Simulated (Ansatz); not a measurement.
Born–Oppenheimer molecular dynamics of BrLi (2 atoms, charge 0, multiplicity 1). It starts from a relaxed structure.

These are results of RKS B3LYP/def2-SVP (Ansatz 0.2.0), not measurements.

```json
{
 "ensemble": "NVT, Langevin thermostat",
 "time step": "2 fs",
 "steps asked": "500",
 "set temperature": "300 K",
 "friction": "0.01 /fs",
 "seed": "904470"
}
```

First frame:

```xyz
2
Properties=species:S:1:pos:R:3
Li -0.905 0.276 -0.473
Br 0.935 -0.336 0.477
```

Task: How far do the bonds stretch over the last three quarters of this one trajectory? (Pairs bonded in most of those frames.)

Result: 
```csv
bond,mean (Å),spread (Å),shortest,longest
Li1–Br2,2.167,0.044,2.07,2.27
```

Mean temperature of the second half: 273 K. A run of 1 ps of so small a system gives no equilibrium averages.

The run took 4.3 min on 1 CPU thread of a shared host.
